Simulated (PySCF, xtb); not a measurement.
Br₄Se, SMILES Br[Se-](Br)(Br)Br, charge -1, multiplicity 2. Atoms are numbered in the order given.

```xyz
5

Se     0.0000     0.0000     0.1893
Br     0.0000     2.5894     0.1101
Br     0.0000    -2.5894     0.1101
Br    -2.5441     0.0000    -0.2021
Br     2.5441     0.0000    -0.2021
```
Charge -1, spin multiplicity 2.

Geometry optimised at B3LYP-D3(BJ)/def2-SVPD.

Calculation: PySCF with IEF-PCM-PBE0/def2-SVPD.

The values are the electrostatic part of the solvation free energy, E(continuum) − E(gas) at the gas-phase geometry, in a cavity of scaled van der Waals radii (PySCF's table); cavitation and dispersion terms are not included.

```
solvent         ε  ΔG(elec) (kcal/mol)
----------  -----  -------------------
water       78.36                -42.9
chloroform   4.71                -34.0
acetone     20.49                    …
```

Problem. Fill in the missing entries. (The exact figures need the calculation; the answer reports its results.)

Solution. 
- acetone, ΔG(elec) (kcal/mol): -41.3

For comparison, GFN2-xTB/ALPB(water) (xtb, at the GFN2-xTB geometry, all terms of that model) gives -41.8 kcal/mol.
